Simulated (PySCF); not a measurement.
Compound: C8H13 (charge +1).
SMILES: `CC(C[C+](C#C)C)C`

Torsions of this conformer, `[CH:1]#[C:2][C+:3]([CH3:4])[CH2:5][CH:6]([CH3:7])[CH3:8]`: C2–C3–C5–C6 98°, C3–C5–C6–C7 176°.

The closed-shell ground state was solved at several levels (PySCF, density fitting, gas phase, non-relativistic). One conformer (not necessarily the lowest) at the PBE0-D3(BJ)/def2-SVP geometry, without solvent, vibrations or thermal averaging.

| level | basis functions | HOMO (eV) | LUMO (eV) | gap (eV) |
| --- | --- | --- | --- | --- |
| PBE0/pcSseg-1 | 201 | -13.37 | -8.76 | 4.61 |
| CAM-B3LYP/def2-SVPD | 264 | -14.71 | -7.66 | 7.05 |

**Question.** Estimate the row for B97-2/pcSseg-1, a basis of 201 functions; the other rows only guide the guess.

**Answer.** HOMO -13.13 eV, LUMO -8.79 eV, gap 4.34 eV.

**Question.** Over all these levels, which gives the widest orbital gap and which the narrowest?

**Answer.** CAM-B3LYP/def2-SVPD (range-separated hybrid) has the widest, 7.05 eV, and B97-2/pcSseg-1 (global hybrid, 21 % exact exchange) the narrowest, 4.34 eV. Functional and basis both differ between the two, so the spread mixes both effects.
